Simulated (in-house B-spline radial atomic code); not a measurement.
Values are calculated unless marked as measured or tabulated.
# C6 from the polarisability at imaginary frequency: Sb3+

OLYP linear response of the closed shell [Kr] 4d10 5s2, from a B-spline radial code for spherical atoms; scalar-relativistic (spin-free one-electron X2C), finite nucleus, no spin-orbit coupling; shells from n = 3 respond.

The dispersion coefficient of two like species is C6 = (3/π) ∫ α(iu)² du from 0 to ∞.

```json
{"u (hartree)": "0", "α(iu) (bohr³)": "10.54"}
{"u (hartree)": "0.24", "α(iu) (bohr³)": "8.571"}
{"u (hartree)": "0.56", "α(iu) (bohr³)": "5.169"}
{"u (hartree)": "0.96", "α(iu) (bohr³)": "3.198"}
{"u (hartree)": "1.6", "α(iu) (bohr³)": "1.964"}
{"u (hartree)": "2.4", "α(iu) (bohr³)": "1.284"}
{"u (hartree)": "3.6", "α(iu) (bohr³)": "0.7835"}
{"u (hartree)": "5.6", "α(iu) (bohr³)": "0.4193"}
{"u (hartree)": "8", "α(iu) (bohr³)": "0.2414"}
{"u (hartree)": "12", "α(iu) (bohr³)": "0.1261"}
{"u (hartree)": "20", "α(iu) (bohr³)": "0.05563"}
{"u (hartree)": "40", "α(iu) (bohr³)": "0.01809"}
```

Fit one oscillator, α(iu) = α(0)/(1 + u²/ω²), through u = 2.4 and estimate C6.

From α(0)/α(iu) − 1 = 10.54/1.284 − 1 = 7.2087, ω = u/√7.2087 = 0.8939 hartree (24.3 eV). London's formula gives C6 = (3/4) α(0)² ω = 0.75 × 10.54² × 0.8939 = 74.48 hartree·bohr⁶, and the oscillator holds f = α(0) ω² = 8.42 electrons, of a sum of oscillator strengths of 41.4.

How does that compare with the full integral?

The program's quadrature over all excitations gives C6 = 50.67, so the single oscillator is off by +47.0 %. At the last point the fit gives α = 0.00526 against 0.0181: higher excitations, and deeper shells where there are any, keep the true curve higher at large u.
